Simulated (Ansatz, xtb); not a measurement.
# BF2H5Si2: 11 structures ranked

11 gas-phase structures of BF2H5Si2, found in a search over its isomers (lower ones may exist). Each was relaxed with GFN2-xTB; where two conformers were screened, the lower at r2SCAN-D4/def2-SVP//GFN2-xTB is listed:

A. `B[Si@H](F)[SiH2]F`, a singlet
B. `B[SiH2][SiH](F)F`, a singlet
C. `F[Si+](F)[BH2-][SiH3]`, a singlet
D. `[BH3-][SiH+][SiH](F)F`, a singlet
E. `[BH3-][Si+](F)[SiH2]F`, a singlet
F. `B[Si](F)(F)[SiH3]`, a singlet
G. `F[SiH2]B[SiH2]F`, a singlet
H. `F[SiH](F)[BH2-][SiH2+]`, a singlet
I. `FB[SiH2][SiH2]F`, a singlet
J. `F[SiH+][BH2-][SiH2]F`, a singlet
K. `F[SiH](F)B[SiH3]`, a singlet

**Question.** Which do you expect lowest at r2SCAN-D4/def2-SVP//GFN2-xTB, and how would the others follow?

**Answer.** Calculated order at r2SCAN-D4/def2-SVP//GFN2-xTB: I (0.0), C (1.3), B (5.4), K (8.1), H (8.4), F (8.4), J (10.2), G (13.8), A (14.9), E (24.7), D (28.8) kcal/mol. Less than 1 kcal/mol parts K and H; H and F, so the order within those pairs means little. CCSD(T)/def2-SVP + ΔMP2/def2-TZVPP after further relaxation puts C lowest instead.

Energies above the lowest of each column, in kcal/mol; the last columns are at r2SCAN-D4/def2-SVP geometries and were run for some of them only (a dash: not run or not comparable):

```csv
structure,GFN2-xTB,HF/STO-3G,r2SCAN-D4/def2-SVP//GFN2-xTB,r2SCAN-D4/def2-SVP,CCSD(T)/def2-SVP + ΔMP2/def2-TZVPP
I,23.1,0.0,0.0,0.0,2.1
C,12.2,40.3,1.3,1.0,0.0
B,16.6,31.8,5.4,4.0,0.2
K,18.2,38.2,8.1,7.7,2.7
H,0.0,60.4,8.4,–,–
F,18.2,32.0,8.4,–,–
J,2.3,55.6,10.2,–,–
G,15.5,42.9,13.8,–,–
A,14.3,38.0,14.9,–,–
E,9.2,60.1,24.7,–,–
D,10.9,73.3,28.8,–,–
```

CCSD(T)/def2-SVP + ΔMP2/def2-TZVPP puts C lowest of those it was run on, with B within 1 kcal/mol; GFN2-xTB picks H, HF/STO-3G picks I, r2SCAN-D4/def2-SVP//GFN2-xTB picks I, r2SCAN-D4/def2-SVP picks I. CCSD(T)/def2-SVP + ΔMP2/def2-TZVPP orders those it was run on as C (0.0), B (0.2), I (2.1), K (2.7) kcal/mol. Less than 1 kcal/mol parts C and B; I and K, so the order within those pairs means little. Flexible structures stand in one conformer each, not always the lowest. Frequencies (r2SCAN-D4/def2-SVP) were run for B, C, I, K alone. The ΔMP2 step shifts differences by up to 7.9 kcal/mol, which makes them less sure. ΔMP2 is the change of the MP2 energy from the smaller to the larger basis.

Over these structures GFN2-xTB departs from r2SCAN-D4/def2-SVP//GFN2-xTB by 10.5 kcal/mol on average once a common shift is removed. A GFN2-xTB relaxation took about 0.11 s and the r2SCAN-D4/def2-SVP//GFN2-xTB energy about 0.9 s on a shared host (Ansatz 0.2.0, xtb 6.7.1).
